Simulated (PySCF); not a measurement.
A GIAO shielding run with PySCF 2.14.0 with density-fitted response routines (density fitting, non-relativistic, gas phase) on SMILES C1(F)=C(F)[C@@H](F)C1(F)F, C₄HF₅:

```
$ OMP_NUM_THREADS=1 python probes_run.py task.json out

{"job": {"kind": "nmr", "xc": "KT2", "basis": "pcSseg-1", "pop": false}, "charge": 0, "multiplicity": 1}
F      1.601189     1.836693    -0.089411
C      0.820918     0.792546    -0.057728
C      1.018033    -0.533573    -0.078438
F      2.060168    -1.318792    -0.093971
C     -0.445011    -0.833461     0.035823
F     -1.030084    -1.433793    -1.005690
F     -0.816410    -1.492098     1.148357
C     -0.668458     0.707662     0.074117
F     -1.385109     1.190775    -0.971736
H     -1.105977     1.069017     1.019470
```

Hardware: 1 thread of an Arm Neoverse V1, shared host. The job also computes ring-centre shieldings.

(1) How large is the calculation?

(2) How long does it take, and how much memory does it need?

(3) And these other runs on the same molecule and hardware: GIAO shielding at B97-D/pcSseg-1; GIAO shielding at BLYP/pcSseg-1; GIAO shielding at BP86/pcSseg-1; GIAO shielding at CAM-B3LYP/pcSseg-1; GIAO shielding at KT3/pcSseg-1; GIAO shielding at LDA/pcSseg-1?

## Answers

(1) 70 electrons, 158 basis functions and 819 auxiliary functions.

(2) 27 s of wall time, with 16 SCF cycles; peak memory 0.78 GiB. Times on a shared host scatter by some tens of per cent.

(3) B97-D/pcSseg-1: 158 functions, 23 s; BLYP/pcSseg-1: 158 functions, 22 s; BP86/pcSseg-1: 158 functions, 22 s; CAM-B3LYP/pcSseg-1: 158 functions, 23 s; KT3/pcSseg-1: 158 functions, 25 s; LDA/pcSseg-1: 158 functions, 18 s.
